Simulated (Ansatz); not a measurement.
H4Si2, SMILES `[SiH][SiH3]` (lower singlet) (charge 0, multiplicity 1). This singlet lies 0.57 eV below the relaxed triplet at the level frozen-core CCSD(T)/cc-pVTZ // PBE0-D3(BJ)/def2-TZVP (Ansatz, an electronic-structure program).

Cartesian coordinates (Å):
```xyz
6

Si     1.7375     0.4621    -0.5544
Si    -0.5525     0.1889     0.0360
H      2.0156    -0.8697     0.1385
H     -1.4183     1.3660    -0.2485
H     -0.7582    -0.2094     1.4581
H     -1.0241    -0.9379    -0.8298
```
Charge 0, spin multiplicity 1.

Frozen-core energies in 6-31g from Ansatz at a geometry from PBE0-D3(BJ)/def2-TZVP; the HF reference has <S^2> = 0.00 (restricted, and unstable towards unrestricted orbitals) and the T1 diagnostic is 0.012.

```
level     energy (Ha)  difference from CCSDTQ (mHa)
--------  -----------  ----------------------------
HF         -580.00935                        135.43
MP2        -580.10599                         38.79
CCSD       -580.14189                          2.89
CCSD(T)    -580.14398                          0.80
CCSDT      -580.14461                          0.16
CCSDT(Q)   -580.14474                          0.04
CCSDTQ     -580.14478                          0.00
```
